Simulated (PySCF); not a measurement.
**Spin-rotation constants: SMILES [Se]=[PH]1C=CC=C1, C₄H₅PSe**

Geometry:
| atom | x (Å) | y (Å) | z (Å) |
| --- | --- | --- | --- |
| Se1 | -2.123 | 1.922 | -1.267 |
| P2 | -1.027 | 0.858 | 0.160 |
| C3 | -0.866 | -0.942 | 0.001 |
| C4 | 0.440 | -1.267 | -0.007 |
| C5 | 1.365 | -0.129 | 0.129 |
| C6 | 0.773 | 1.074 | 0.243 |
| H7 | -1.433 | 1.025 | 1.519 |
| H8 | -1.709 | -1.625 | -0.108 |
| H9 | 0.809 | -2.290 | -0.119 |
| H10 | 2.449 | -0.273 | 0.121 |
| H11 | 1.270 | 2.040 | 0.330 |

Theory: GIAO CAM-B3LYP/pcSseg-1 magnetisability, rotational g tensor and spin-rotation constants, non-relativistic, gas phase (PySCF 2.14.0). Geometry: PBE0-D3(BJ)/def2-SVP.

The calculation is non-relativistic, which matters for the atoms heavier than Zn.

Problem. Give the nuclear spin-rotation constants along the inertial axes (H = +C I·J) beside the isotropic shieldings.

Solution. Rotational constants 5.5027, 1.0613, 0.9688 GHz. A star marks the isotopologue with that one atom substituted, in its own axes.
```
atom  isotope  Caa (kHz)  Cbb (kHz)  Ccc (kHz)  mean (kHz)  σ (ppm)
  P2      31P      7.446      1.784      1.916       3.715    282.5
  H7       1H     -0.459     -0.088      0.064      -0.161     24.0
  H8       1H     -0.571      0.114     -0.116      -0.191     25.0
  H9       1H      0.062     -0.036     -0.080      -0.018     24.5
 H10       1H      0.060     -0.036     -0.080      -0.019     24.5
 H11       1H     -0.570      0.114     -0.116      -0.191     25.0
 Se1    77Se*      5.739      0.861      0.594       2.398   2300.5
  C3     13C*      1.753      0.534      0.187       0.825     38.4
  C4     13C*      1.896      0.522      0.196       0.871     32.2
```
For the geometry as given, no vibrational averaging.

Problem. How do the rotational constants and the g tensor change when H7, H8, H9, H10, H11 are replaced by deuterium?

Solution. Constants 4.5085, 0.9916, 0.8954 GHz; g -0.0427, -0.0132, -0.0004, against -0.0514, -0.0139, -0.0003 before.
